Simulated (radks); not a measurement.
Task: These are the eigenvalues of the occupied orbitals of an atom or ion with whole-number occupations (hartree). Calculated with a radial shooting solver on a logarithmic mesh with Libxc functionals: non-relativistic Kohn-Sham, BLYP, spin-polarised, spherical densities, point nucleus.

orbital  eigenvalue
1s up     -1963.844
1s down   -1963.844
2s up     -316.7760
2s down   -316.7743
2p up     -302.3819
2p down   -302.3809
3s up     -70.60665
3s down   -70.56752
3p up     -64.08440
3p down   -64.04881
3d up     -51.92383
3d down   -51.89823
4s up     -13.70667
4s down   -13.63966
4p up     -11.08962
4p down   -11.02305
4d up      -6.38272
4d down    -6.31702
5s up      -1.84673
5s down    -1.82000
5p up      -1.16202
5p down    -1.14032
4f up      -0.51945
4f down    -0.46098
6s up      -0.31920

Which element is it, and in what charge state? The configuration may be excited. Open shells, if any, are filled with parallel spins first.

Result: Z = 68, erbium, charge +1: Er+ in [Xe] 4f12 6s1. The list shows which subshells hold electrons but not how many an open one holds; the 1s level, -1963.8 hartree, gives Z - s = 62.7 by -(Z - s)^2/2, which with screening narrows Z to a few neighbours, and the depths of the outer levels then fix element, charge and occupations together.
